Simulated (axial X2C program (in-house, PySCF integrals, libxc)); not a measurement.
# Nuclear properties of YH⁺

Calculated with an axial X2C code built on PySCF integrals: two-component X2C with atomic mean-field Coulomb and Gaunt terms, Gaussian nuclei, basis Y dyall-cv3z, H dyall-v3z with contracted cores.

R = 1.860 Å (near the PBE0 minimum at charge 1 of the determinant lowest at the starting distance; the state shown can have its own minimum elsewhere).

Input and command:
```json
{"zs": [39, 1], "q": 1, "bas": ["dyall-cv3z", "dyall-v3z"], "r0": 1.95, "levels": ["PBE0", "HF", "PBE50", "r2SCAN", "TPSSh"], "nst": 3}
```
```bash
python soeom.py task.json out
```

Keys: zs atomic numbers; q charge; bas basis sets; r0 starting distance in Å; levels methods; nst determinants followed.

Determinant lowest in the PBE0 search, Ω = 1/2 (⟨Sz⟩ = 0.50, ⟨Lz⟩ = 0.00 at PBE0), spin on the atoms Y 0.50, H 0.00:

```
 level  Eeff magnitude (GV/cm)  Ws magnitude Y (kHz)  A∥/gI Y (MHz)  qzz Y (a.u.)  A∥/gI H (MHz)  qzz H (a.u.)
  PBE0                    1.16                  1.04           3420         -1.93          -2.34          0.06
    HF                    1.96                  1.75           3320         -2.20          -3.48          0.07
 PBE50                    1.17                  1.04           3410         -2.01          -4.07          0.06
r2SCAN                    1.09                 0.971           3580         -1.98          -2.79          0.06
 TPSSh                   0.937                 0.833           3350         -1.95          -1.32          0.06
```

Determinant 0.42 eV from it at PBE0 and this distance, Ω = 3/2 (⟨Sz⟩ = -0.50, ⟨Lz⟩ = 2.00 at PBE0), spin on the atoms Y -0.50, H 0.01:

```csv
level,Eeff magnitude (GV/cm),Ws magnitude Y (kHz),A∥/gI Y (MHz),qzz Y (a.u.),A∥/gI H (MHz),qzz H (a.u.)
PBE0,0.111,0.0321,388,-0.17,2.91,0.07
HF,0.168,0.0466,377,-0.18,3,0.08
PBE50,0.138,0.0397,391,-0.14,2.79,0.07
r2SCAN,0.172,0.05,409,-0.16,3.82,0.06
TPSSh,0.136,0.0399,425,-0.23,2.45,0.07
```

Eeff is the effective electric field on the electron electric dipole moment in this Ω state and Ws the scalar–pseudoscalar constant of the nucleus named (defined with the proton number Z and per Ω); A∥ (defined per Ω) follows by multiplying with gI = μI/(I μN); qzz is the electric field gradient, eQq0 = 234.96 MHz × Q/barn × qzz. The operators were transformed with the bare-nucleus X2C matrices; with these basis sets, hyperfine constants and field gradients can be off by tens of per cent, and where levels differ in sign neither size nor sign is settled.

Q: With gI(89Y) = -0.2748 (g factors from the IAEA table of nuclear moments by Stone), turn the PBE0 values of the first state into constants in MHz.

A: A∥(89Y) = 3420 × -0.2748 = -940 MHz.

Each state is one determinant with collinear spin. Unrestricted Hartree–Fock can overshoot spin polarisation at the nuclei. Where Eeff spreads by more than a factor of two the levels disagree and none is to be relied on. States lie within half an eV, so the first need not be the ground state. Further determinants of the search, some of them spin-mixed, are not shown. Where a field gradient or hyperfine factor spreads by more than a factor of two over the levels, a constant derived from it is not to be relied on. PBE0 term energies can be off by some tenths of an eV.
